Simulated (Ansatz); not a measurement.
Ansatz (an electronic-structure program) input:

Ansatz 0.2 input:
```yaml
crystal:
  periodic: [false, false, false]
  atoms:
    - {symbol: Y, position_ang: [0.46271799, 0.32774803, -0.25988959]}
    - {symbol: O, position_ang: [-0.56370607, 1.57863538, -1.16077715]}
    - {symbol: Cl, position_ang: [-0.79625606, -1.49477978, 1.14246537]}
basis:
  gaussian:
    orbitals: def2-SVP
total_charge: -1
magnetization: {spin_polarized: true, initial_magnetization: 1}
correlation: {method: ccsd_t, electrons: outside_noble_gas}
```

What final total energy does it print?

-572.57927 Eh (CCSD(T)/def2-SVP). The basis has 63 functions.

The spin state was set by rule; other spins were not relaxed.
